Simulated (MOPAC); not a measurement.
MOPAC input (PM6):

```
PM6 PRECISE GNORM=0.05 LET XYZ GEO-OK AUX(PRECISION=9) THREADS=1
C2H10P2Si

C    -0.89760600 1    0.78145500 1    1.74876200 1
Si   -0.21881000 1    0.30457500 1    0.06396200 1
C    -0.73372800 1    1.55934600 1   -1.23537800 1
P    -0.92833600 1   -1.80209400 1   -0.39955700 1
P     2.04947600 1    0.33331700 1    0.18998500 1
H    -1.98982100 1    0.79912500 1    1.73400400 1
H    -0.58340200 1    0.07294400 1    2.51687400 1
H    -0.54742900 1    1.77465500 1    2.03784900 1
H    -0.33617600 1    1.29589000 1   -2.21678000 1
H    -0.37058900 1    2.55677700 1   -0.97665800 1
H    -1.82213800 1    1.60162700 1   -1.31425700 1
H    -0.45531300 1   -1.77806400 1   -1.73719700 1
H    -2.24769300 1   -1.41456100 1   -0.76184600 1
H     2.24391200 1   -0.31893200 1   -1.05560800 1
H     2.14289900 1   -0.86667000 1    0.94141900 1
```

Output:

```
 *******************************************************************************
 **                                                                           **
 **                              MOPAC v23.2.5                                **
 **                                                                           **
 *******************************************************************************
 ** MOPAC's Digital Object Identifier: https://doi.org/10.5281/zenodo.6511958 **
 **                                                                           **
 ** Please cite the open-source release paper for use of this MOPAC version:  **
 ** J. E. Moussa and J. J. P. Stewart (2026)                                  **
 ** MOPAC: An open-source semiempirical molecular orbital program             **
 ** J. Open Source Softw., 11(119), 8025, https://doi.org/10.21105/joss.08025 **
 *******************************************************************************

                              PM6 CALCULATION RESULTS

 *******************************************************************************
 *  PM6        - The PM6 Hamiltonian to be used
 *  GEO-OK     - OVERRIDE INTERATOMIC DISTANCE AND OTHER SAFETY CHECKS
 *  LET        - OVERRIDE SOME SAFETY CHECKS
 *  PRECISE    - TIGHTER CRITERIA TO BE USED
 *  XYZ        - CARTESIAN COORDINATE SYSTEM TO BE USED
 *  GNORM      - EXIT WHEN GRADIENT NORM DROPS BELOW 0.050
 *  AUX        - OUTPUT AUXILIARY INFORMATION
 *******************************************************************************
PM6 PRECISE GNORM=0.05 LET XYZ GEO-OK AUX(PRECISION=9) THREADS=1
 C2H10P2Si

   ATOM   CHEMICAL          X               Y               Z
  NUMBER   SYMBOL      (ANGSTROMS)     (ANGSTROMS)     (ANGSTROMS)

     1       C         -0.89760600  *   0.78145500  *   1.74876200  *
     2      Si         -0.21881000  *   0.30457500  *   0.06396200  *
     3       C         -0.73372800  *   1.55934600  *  -1.23537800  *
     4       P         -0.92833600  *  -1.80209400  *  -0.39955700  *
     5       P          2.04947600  *   0.33331700  *   0.18998500  *
     6       H         -1.98982100  *   0.79912500  *   1.73400400  *
     7       H         -0.58340200  *   0.07294400  *   2.51687400  *
     8       H         -0.54742900  *   1.77465500  *   2.03784900  *
     9       H         -0.33617600  *   1.29589000  *  -2.21678000  *
    10       H         -0.37058900  *   2.55677700  *  -0.97665800  *
    11       H         -1.82213800  *   1.60162700  *  -1.31425700  *
    12       H         -0.45531300  *  -1.77806400  *  -1.73719700  *
    13       H         -2.24769300  *  -1.41456100  *  -0.76184600  *
    14       H          2.24391200  *  -0.31893200  *  -1.05560800  *
    15       H          2.14289900  *  -0.86667000  *   0.94141900  *

          CARTESIAN COORDINATES

    NO.       ATOM           X           Y           Z

     1         C         -0.8976      0.7815      1.7488
     2        Si         -0.2188      0.3046      0.0640
     3         C         -0.7337      1.5593     -1.2354
     4         P         -0.9283     -1.8021     -0.3996
     5         P          2.0495      0.3333      0.1900
     6         H         -1.9898      0.7991      1.7340
     7         H         -0.5834      0.0729      2.5169
     8         H         -0.5474      1.7747      2.0378
     9         H         -0.3362      1.2959     -2.2168
    10         H         -0.3706      2.5568     -0.9767
[...]
          SCF CALCULATIONS        =        133

   ATOM   CHEMICAL          X               Y               Z
  NUMBER   SYMBOL      (ANGSTROMS)     (ANGSTROMS)     (ANGSTROMS)

     1       C         -0.97865071  *   0.72238097  *   1.62394224  *
     2      Si         -0.16505016  *   0.20422144  *   0.01319331  *
     3       C         -0.54478661  *   1.59210665  *  -1.19289003  *
     4       P         -0.98137953  *  -1.58530728  *  -0.36668099  *
     5       P          1.83550121  *   0.10208577  *  -0.00843308  *
     6       H         -2.07162299  *   0.80611819  *   1.53831833  *
     7       H         -0.76134664  *   0.06551810  *   2.47678869  *
     8       H         -0.61325834  *   1.72600637  *   1.89455611  *
     9       H         -0.23088579  *   1.39624836  *  -2.22689036  *
    10       H         -0.10344256  *   2.55163777  *  -0.88723191  *
    11       H         -1.63521999  *   1.74843412  *  -1.21593107  *
    12       H         -0.69769217  *  -2.38956987  *  -1.53181252  *
    13       H         -2.29787636  *  -1.93174651  *   0.11475511  *
    14       H          2.64673949  *   1.25585946  *  -0.31767748  *
    15       H          2.62283216  *  -0.80506226  *   0.79282839  *

                             CARTESIAN COORDINATES

   1    C       -0.978650711     0.722380970     1.623942241
   2   Si       -0.165050164     0.204221442     0.013193310
   3    C       -0.544786615     1.592106648    -1.192890031
   4    P       -0.981379526    -1.585307285    -0.366680993
   5    P        1.835501211     0.102085772    -0.008433079
   6    H       -2.071622989     0.806118193     1.538318328
   7    H       -0.761346640     0.065518098     2.476788692
   8    H       -0.613258343     1.726006374     1.894556114
   9    H       -0.230885793     1.396248356    -2.226890363
  10    H       -0.103442556     2.551637770    -0.887231913
  11    H       -1.635219994     1.748434118    -1.215931068
  12    H       -0.697692173    -2.389569868    -1.531812522
  13    H       -2.297876359    -1.931746511     0.114755110
  14    H        2.646739493     1.255859459    -0.317677477
  15    H        2.622832156    -0.805062257     0.792828392

           Empirical Formula: C2 H10 Si P2  =    15 atoms

      MOLECULAR POINT GROUP   :   C2

                  EIGENVALUES
 -25.32025 -23.91385 -22.02086 -21.26938 -17.07970 -15.02380 -14.97877 -13.67728
 -13.52489 -12.82987 -12.81677 -11.85790 -10.93396 -10.27797  -8.66999  -8.65331
   0.84775   1.14064   1.82614   2.17667   2.31141   2.49609   3.82399   4.28946
   4.82986   4.97165   5.11611   5.15429   5.21621   6.38323   6.46086   6.47944
   6.51386   7.54024   7.66727 125.70344 125.79696 126.51006 128.35416 128.64755
 130.22193 130.52305 132.70263 133.19918 133.20527

              NET ATOMIC CHARGES AND DIPOLE CONTRIBUTIONS

  ATOM NO.   TYPE          CHARGE      No. of ELECS.   s-Pop       p-Pop       d-Pop
    1          C          -0.706318        4.7063     1.07908     3.62724
    2         Si           0.137981        3.8620     1.06802     1.81579     0.97822
    3          C          -0.706305        4.7063     1.07909     3.62722
    4          P          -0.064716        5.0647     1.33129     3.71666     0.01676
    5          P          -0.064713        5.0647     1.33128     3.71667     0.01676
    6          H           0.174329        0.8257     0.82567
    7          H           0.174335        0.8257     0.82566
    8          H           0.178998        0.8210     0.82100
    9          H           0.174336        0.8257     0.82566
   10          H           0.174315        0.8257     0.82568
   11          H           0.178993        0.8210     0.82101
   12          H           0.084916        0.9151     0.91508
   13          H           0.089469        0.9105     0.91053
   14          H           0.089454        0.9105     0.91055
   15          H           0.084925        0.9151     0.91508
 DIPOLE           X         Y         Z       TOTAL
 POINT-CHG.     1.143    -1.827    -0.388     2.189
 HYBRID        -0.826     1.320     0.280     1.582
 SUM            0.317    -0.507    -0.108     0.608

          ATOMIC ORBITAL ELECTRON POPULATIONS

     Atom    s        px        py        pz      x^2-y^2     xz        z^2       yz        xy
    1  C   1.07908   1.18844   1.18544   1.25337
    2 Si   1.06802   0.60974   0.58901   0.61704   0.24788   0.21566   0.15099   0.21201   0.15167
    3  C   1.07909   1.18098   1.23213   1.21411
    4  P   1.33129   1.18769   1.24849   1.28049   0.00453   0.00165   0.00257   0.00477   0.00324
    5  P   1.33128   1.07565   1.14768   1.49335   0.00308   0.00350   0.00190   0.00187   0.00641
    6  H   0.82567
    7  H   0.82566
    8  H   0.82100
    9  H   0.82566
   10  H   0.82568
   11  H   0.82101
   12  H   0.91508
   13  H   0.91053
   14  H   0.91055
   15  H   0.91508

 **********************
 *                    *
 * JOB ENDED NORMALLY *
 *                    *
 **********************

 == MOPAC DONE ==
```

The geometry given is a B3LYP-D3(BJ)/def2-TZVP minimum.
